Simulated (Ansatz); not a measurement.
Geometry optimisation, UKS PBE-D4/def2-SVP in Ansatz 0.2.0.

Input file:

```yaml
crystal:
  periodic: [false, false, false]
  atoms:
    - { symbol: Ga, position_ang: [0.0, 0.0, -0.107276] }
    - { symbol: H, position_ang: [0.0, 0.0, 1.472705] }
    - { symbol: H, position_ang: [1.406535, 0.0, -0.821459] }
    - { symbol: H, position_ang: [-1.406535, 0.0, -0.821459] }
    - { symbol: F, position_ang: [0.0, 0.0, 3.567489] }
magnetization:
  spin_polarized: true
  initial_magnetization: 1
basis:
  gaussian: { orbitals: def2-SVP }
hamiltonian:
  xc: pbe
  dispersion: d4
relax:
  f_tol: 0.03
  max_steps: 50
```

Command:

```bash
$ ansatz run input.yaml --threads 1 --pin off --max-ram 2048MiB --backend cpu --events-out ev --progress --plain --runs-dir out
```

**Question.** Where does it end, and by what steps?

**Answer.** It converged. After 10 steps the energy has fallen by 2.032 eV; H2 moved furthest, 0.70 Å. Parted: Ga1–H2 (1.58 → 2.35 Å). Joined: H2–F5 (2.09 → 0.95 Å).

| step | energy less start (eV) | largest force component (eV/Å) | accepted |
| --- | --- | --- | --- |
| 0 | 0.0000 | 1.054 | yes |
| 1 | -0.2455 | 1.230 | yes |
| 2 | -0.6829 | 1.824 | yes |
| 3 | -1.4867 | 3.006 | yes |
| 4 | -0.9954 | 14.025 | no |
| 5 | -1.8456 | 2.314 | yes |
| 6 | -1.9082 | 2.870 | yes |
| 7 | -2.0182 | 0.525 | yes |
| 8 | -2.0203 | 0.442 | yes |
| 9 | -2.0280 | 0.491 | yes |
| 10 | -2.0318 | 0.009 | yes |

```xyz
5
Properties=species:S:1:pos:R:3
Ga 0.000 0.000 -0.174
H 0.000 0.000 2.178
H 1.416 0.000 -0.921
H -1.416 0.000 -0.921
F 0.000 0.000 3.128
```

Run time: 34 s on 1 thread of Arm Neoverse V1, with other jobs on the host, peak memory 0.14 GiB.
